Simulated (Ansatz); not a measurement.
`N#[C][GeH3]` + `[SiH3]S` → `[SiH3][S][GeH3]` + `C#N` at 298.15 K and 1 bar (ligand exchange at a Ge–C bond).

Calculated with Ansatz (gas phase, PBE0-D4/def2-TZVP geometries, no zero-point term in ΔE). CCSD(T)/CBS adds triple-zeta CCSD(T) − MP2 to the extrapolated MP2 energy (def2 sets, frozen cores). This one scheme is used for every species. For Ge outer-core shells are correlated without core-valence functions, which leaves a few kJ/mol of doubt a bond. Scalar relativity is left out up to krypton.

```json
{"species": "`N#[C][GeH3]`", "CCSD(T)/CBS energy (Eh)": "-2170.64236", "H − E (kJ/mol)": "96.7", "S (J/(mol·K))": "277.4"}
{"species": "`[SiH3]S`", "CCSD(T)/CBS energy (Eh)": "-689.27336", "H − E (kJ/mol)": "102.7", "S (J/(mol·K))": "272.7"}
{"species": "`[SiH3][S][GeH3]`", "CCSD(T)/CBS energy (Eh)": "-2766.60510", "H − E (kJ/mol)": "152.3", "S (J/(mol·K))": "352.5"}
{"species": "`C#N`", "CCSD(T)/CBS energy (Eh)": "-93.32098", "H − E (kJ/mol)": "52.4", "S (J/(mol·K))": "201.2"}
```

H − E and S are ideal-gas, rigid-rotor, harmonic terms from PBE0-D4/def2-TZVP. 1 Eh = 2625.50 kJ/mol, R = 8.31446 J/(mol·K).

**Question.** By hand: ΔE, ΔH, ΔS and ΔG.

**Answer.** ΔE = (-2766.60510) + (-93.32098) − (-2170.64236) − (-689.27336) = -0.01036 Eh = -27.2 kJ/mol. Δ(H − E) = 152.3 + 52.4 − 96.7 − 102.7 = 5.3, so ΔH = -21.9 kJ/mol. ΔS = 352.5 + 201.2 − 277.4 − 272.7 = 3.6 J/(mol·K). ΔG = -21.9 − 298.15 × (3.6)/1000 = -23.0 kJ/mol.

**Question.** By hand: the equilibrium constant, and the temperature at which ΔG would vanish if ΔH and ΔS stayed fixed.

**Answer.** log₁₀ K = −ΔG/(RT ln 10) = 4.0. ΔH and −TΔS have one sign here, so there is no such temperature.

The number of gas molecules stays the same, so ΔS is small and ΔH decides. A doubt of 5 kJ/mol in ΔE shifts log₁₀ K by 0.9 here. Modes under 60 cm⁻¹, often nearly free rotors, make the harmonic entropy too high. These are equilibria of isolated gas molecules and say nothing of rates. Largest T1 diagnostic: 0.014 (customary marks: 0.02 for closed shells, 0.045 for open ones).

ΔS is within the doubt of such terms, so its sign, and with it that verdict, could turn.
